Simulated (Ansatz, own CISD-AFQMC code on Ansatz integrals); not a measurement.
CH6Si3, SMILES `C[Si]1=[SiH][SiH2]1` (charge 0, multiplicity 1).

Cartesian coordinates (Å):
```xyz
10

C      2.1219     0.1312     0.0210
Si     0.2521     0.1975     0.0164
Si    -1.5550     1.2771     0.0860
Si    -1.6948    -0.9979    -0.0825
H      2.5307     1.1385     0.1121
H      2.4721    -0.4743     0.8594
H      2.4818    -0.3184    -0.9066
H     -2.2931     2.5669     0.1766
H     -2.1644    -1.8481     1.0515
H     -2.1513    -1.6725    -1.3339
```
Charge 0, spin multiplicity 1.

Frozen-core correlation energies in cc-pVDZ at a geometry from PBE0-D3(BJ)/def2-TZVP, on an HF energy of -908.06639 Ha (<S^2> = 0.00, restricted and unstable towards unrestricted orbitals). Wave-function levels are from Ansatz, the walk from an own CISD-AFQMC code on Ansatz integrals (time step 0.005/Ha, trial state from CCSD amplitudes, largest double 0.11).

```csv
level,correlation energy (mHa)
MP2,-434.5
CCSD,-490.8
CCSD(T),-511.4
```

### Question
What correlation energy does phaseless AFQMC give, and where does it lie among these levels?

### Answer
-513.5 ± 0.4 mHa (one standard error). AFQMC minus each level: MP2 -79.0 mHa, CCSD -22.7 mHa, CCSD(T) -2.1 mHa.
